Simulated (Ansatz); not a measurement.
`C[Si](F)(F)Cl` → `F[Si]Cl` + `CF`  (silylene formation by 1,1-elimination)

Computed with Ansatz on PBE0-D4/def2-TZVP structures; ΔE is electronic, products minus reactants. CCSD(T)/CBS adds triple-zeta CCSD(T) − MP2 to the extrapolated MP2 energy (def2 sets, frozen cores). This one scheme is used for every species. Functionals use def2-TZVPP.

`C[Si](F)(F)Cl`:

```xyz
8

C     0.707    0.410   -0.600
Si   -0.512   -0.361    0.529
F    -0.318   -1.930    0.585
F    -0.328    0.169    2.008
Cl   -2.429    0.005   -0.025
H     1.722    0.190   -0.263
H     0.584    0.025   -1.614
H     0.573    1.493   -0.622
```

`F[Si]Cl`:

Z-matrix (Å, degrees):
```
Si
F 1 1.603
Cl 1 2.080 2 100.6
```

`CF`:

Cartesian coordinates in Å:
```
C 0.031 0.026 0.045
F -0.670 -0.570 -0.978
H 0.336 1.028 -0.267
H 0.913 -0.576 0.272
H -0.610 0.092 0.927
```

CCSD(T)/CBS gives +98.7 kcal/mol.

(1) Another level gave +87.8 kcal/mol. Which?
A. ωB97M-V/def2-TZVPP
B. BLYP-D4/def2-TZVPP
C. LC-ωPBE/def2-TZVPP
D. B97M-V/def2-TZVPP

(2) What do rigid-rotor, harmonic-oscillator terms from PBE0-D4/def2-TZVP frequencies (298.15 K, 1 bar) make of the CCSD(T)/CBS value? (An estimate is asked.)

Largest T1 diagnostic among the species: 0.014.

Answers

(1) B. BLYP-D4 87.8, LC-ωPBE 100.7, B97M-V 98.8, ωB97M-V 95.2 kcal/mol.

(2) The calculation gave: ΔZPE = -1.2 kcal/mol, ΔH = +98.1 kcal/mol, ΔS = 162 J/(mol·K), ΔG = +86.6 kcal/mol.

From PBE to PBE0 (25 % exact exchange), in def2-TZVPP and without D4, ΔE moves by +6.0 kcal/mol. In def2-TZVPP, CCSD(T) changes the Hartree–Fock value by +0.9 kcal/mol (the triples alone add −0.1 kcal/mol) and MP2 by +6.4 kcal/mol. The D4 term adds +3.5 kcal/mol with B3LYP and +1.9 kcal/mol with PBE0; it sums over pairs of atoms, weighted by their polarisabilities, and B3LYP, whose exchange is more repulsive, gets the larger term.

B3LYP here is the variant with VWN-RPA as its local correlation; programs differ in this.
